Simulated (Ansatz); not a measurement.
Abridged output of a molecular run in Ansatz:

```
Functional definition: HF
1561 factors; integrals over basis functions are off by at most 8.9e-4 eV
mean field evaluation 1: about -46181.9690 eV, gradient 3.9e1 eV
mean field evaluation 2: about -46182.3116 eV, gradient 4.0e1 eV
mean field evaluation 4: about -46185.6089 eV, gradient 2.9e0 eV
mean field evaluation 8: about -46185.6717 eV, gradient 2.5e-1 eV
mean field -46185.67196822 eV, -1697.2921390592 hartree, gradient 6.9e-6 eV, S^2 0.000000; 0 other end points of the search recorded, 0 dependent functions left out
22 core orbitals not correlated: weight in the atoms' cores, before any rotation towards them, 1.000 or more for the frozen orbitals, at most 0.000 for the correlated occupied ones
reference -46185.67196822 eV, -1697.2921390592 hartree; 19, 19 occupied and 217, 217 virtual orbitals, 1561 factors
second order -29.97986302 eV of doubles, -0.00000000 eV of singles
cycle   1  -30.58654121 eV  change   -6.1e-1 eV  update   1.1e-1
cycle   2  -31.21977670 eV  change   -6.3e-1 eV  update   3.2e-2
cycle   3  -31.36976063 eV  change   -1.5e-1 eV  update   1.7e-2
cycle   4  -31.35280069 eV  change    1.7e-2 eV  update   3.5e-3
cycle   5  -31.34952523 eV  change    3.3e-3 eV  update   1.5e-3
cycle   6  -31.35035548 eV  change   -8.3e-4 eV  update   4.5e-4
cycle   7  -31.35018075 eV  change    1.7e-4 eV  update   1.5e-4
cycle   8  -31.35009563 eV  change    8.5e-5 eV  update   4.6e-5
cycle   9  -31.35011457 eV  change   -1.9e-5 eV  update   1.8e-5
perturbative correction -1.12300638 eV, -0.0412697234 hartree
Total energy: -46218.14508917 eV, -1698.4855042431 hartree
```

Its atoms:

```xyz
8

F     0.2614   -1.6627   -1.4426
Si    0.7582   -0.2545   -0.9040
F     2.2408   -0.4357   -0.3601
Si   -0.6351    0.3949    0.8716
Cl   -2.4751    0.8062    0.0705
Cl   -0.7719   -1.1395    2.2134
H     0.7967    0.6896   -2.0428
H    -0.1751    1.6016    1.5940
```

Problem. Which basis set was used?
A. cc-pV(Q+d)Z
B. cc-pV(D+d)Z
C. def2-TZVPP
D. def2-SVPD

Solution. C. It gives 258 functions.

Problem. Write the keys of the input that set method, charge and spin (a neutral closed shell needs none for the last two).

Solution. 
```yaml
correlation: {method: ccsd_t}
```
